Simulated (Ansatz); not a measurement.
**Worked example: Sn(CH3)Br + C2H7N → Sn(CH3)(NH2) + C2H5Br**

Species: Sn(CH3)Br, singlet; C2H7N `CCN`, singlet; Sn(CH3)(NH2), singlet; C2H5Br (bromoethane) `CCBr`, singlet. The partners trade Br for NH2: Sn–Br and C–NH2 bonds give way to Sn–NH2 and C–Br.

Shapes, held fixed at every level: PBE0-D4/def2-TZVP. Flexible molecules stand in one conformer, not always the lowest. Programs: Ansatz 0.2.0. The zero-point and thermal change to 298 K, harmonic and unscaled (PBE0-D4/def2-TZVP), is -5.7 kJ/mol.

At CCSD(T)/def2-TZVPP; 1 Eh = 2625.50 kJ/mol:

| species | energy (Eh) |
| --- | --- |
| Sn(CH3)Br | -2826.250486 |
| C2H7N | -134.942757 |
| Sn(CH3)(NH2) | -309.379432 |
| C2H5Br | -2651.785490 |

**Question.** Work out ΔH(298 K) of the reaction at this level.

**Answer.** 
1. Products less reactants: (-309.379432) + (-2651.785490) − [(-2826.250486) + (-134.942757)] = 0.028321 Eh = +74.4 kJ/mol.
2. With the thermal change: +74.4 + (-5.7) = +68.7 kJ/mol.

Other levels give +66.7 (MP2/def2-TZVPP) to +116.2 kJ/mol (HF/def2-SVP). No measured value is set beside it here. For atoms past krypton def2 sets carry core potentials with scalar relativity. Relativity is left out for Br unless named. Correlated rows may include outer-core shells of Br, Sn, which these sets cover unevenly.
